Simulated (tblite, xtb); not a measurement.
C4H5, charge -1, singlet, at a GFN2-xTB geometry. Base run: GFN1-xTB run with xtb.

Input for xtb:
```
$ xtb mol.xyz --gfn 1 --chrg -1 --json

# file mol.xyz
9

C     -0.00477750    -0.00846867     0.42733059
C     -0.00174017    -0.76951404    -0.83385328
C      0.02025666     0.75423460    -0.88448337
C     -0.02048610    -0.11308971     1.73328716
H     -0.90781767    -1.26894023    -1.19210447
H      0.89751813    -1.29434815    -1.17242457
H      0.93628317     1.22602460    -1.25140807
H     -0.87391678     1.25150097    -1.27114099
H     -0.01158415     0.90678977     2.23339151
```

Programs used: tblite, xtb; a row that names a program was run with it.

The base run was repeated with changes; each row names its change, and settings that it needs were set with it.

| change | ΔE vs base (mEh) | HOMO-LUMO gap (eV) | SCF cycles |
|---|---|---|---|
| base | 0.000 | 3.95 | 9 |
| etemp = 1000 | 0.000 | 3.95 | 9 |
| etemp = 10000 | … | … | 8 |
| program = tblite; method = gfn1; option = (--efield, 0,0,0.1) | 4.199 | - | - |
| alpb = ether | … | … | 9 |
| program = tblite; method = gfn1; option = (--etemp, 2000) | 0.000 | - | - |
| program = tblite; method = gfn1; option = --grad | 0.000 | - | - |
| program = tblite; method = gfn1; option = (--alpb, water) | … | - | - |
| acc = 0.1 | 0.000 | 3.95 | 11 |
| etemp = 3000 | -0.019 | 3.95 | 9 |

### Question
Some entries are withheld; supply them.

### Answer

- etemp = 10000, ΔE vs base (mEh): -17.267
- etemp = 10000, HOMO-LUMO gap (eV): 3.99
- alpb = ether, ΔE vs base (mEh): -69.312
- alpb = ether, HOMO-LUMO gap (eV): 3.96
- program = tblite; method = gfn1; option = (--alpb, water), ΔE vs base (mEh): -80.013

ALPB and GBSA are two models with their own fitted parameters for each solvent, which aren't always the measured dielectric constant.
